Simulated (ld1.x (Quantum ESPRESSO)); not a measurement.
**Which change was made? (Ga, TM)**

* Element: Ga
* Generator: ld1.x (Quantum ESPRESSO) 7.5
* Type: norm-conserving Troullier–Martins (Kleinman–Bylander form)
* Functional: LDA (PZ)
* Relativity: scalar-relativistic
* Frozen core: [Ar] 3d10
* Valence charge: 3
* Reference configuration: 4s2 4p1
* Partial waves: 4s (bound): rc 1.95 bohr; 4p (bound): rc 2.40 bohr
* Local potential: all-electron potential smoothed inside 1.65 bohr (lloc = -1)
* Core correction: none

Cutoffs, loose and tight: the cutoffs (Ry, on a coarse ladder) from which the occupation-weighted sum of valence levels, in a spherical-Bessel basis at the reference potential, stays within 10 and 1 mRy of its value at 400 Ry. They do not see the model core or the augmentation charge, which bear on the density cutoff. Test errors are all-electron minus pseudo excitation energies from the reference, over the configurations 4s2 4p0; 4s1 4p0; 4s2 4p0.5; 4s1 4p2; 4s0 4p3; 4s1 4p1; 4s2 4p1.3 (two spin-polarised tests are not counted in the largest error); variants that change the core or the reference have their own tests. The largest error is taken over the tests solved by every variant that gives reliable tests at all, those not shown here included: 4s0 4p3; 4s1 4p1; 4s1 4p2; 4s2 4p0; 4s2 4p0.5; 4s2 4p1.3.

The base gives: outcome: generated; cutoff, loose: 15 Ry; cutoff, tight: 35 Ry; bound ghosts: none; largest test error (meV): +78.

Task: After one change the result is: outcome: generated; cutoff, loose: 8 Ry; cutoff, tight: 18 Ry; bound ghosts: none; largest test error (meV): +38. Which change was it?
A. all radii scaled by about 1.14 (s 2.22, p 2.74 bohr); local potential all-electron potential smoothed inside 1.88 bohr (lloc = -1)
B. all radii scaled by about 1.39 (s 2.72, p 3.34 bohr); local potential all-electron potential smoothed inside 2.30 bohr (lloc = -1)
C. all radii scaled by about 0.79 (s 1.54, p 1.88 bohr); local potential all-electron potential smoothed inside 1.30 bohr (lloc = -1)

Result: B. The others give: all radii scaled by about 1.14 (s 2.22, p 2.74 bohr); local potential all-electron potential smoothed inside 1.88 bohr (lloc = -1) → outcome: generated; cutoff, loose: 12 Ry; cutoff, tight: 30 Ry; bound ghosts: none; largest test error (meV): +72 | all radii scaled by about 0.79 (s 1.54, p 1.88 bohr); local potential all-electron potential smoothed inside 1.30 bohr (lloc = -1) → outcome: generated; cutoff, loose: 15 Ry; cutoff, tight: 40 Ry; bound ghosts: s; largest test error (meV): +78.
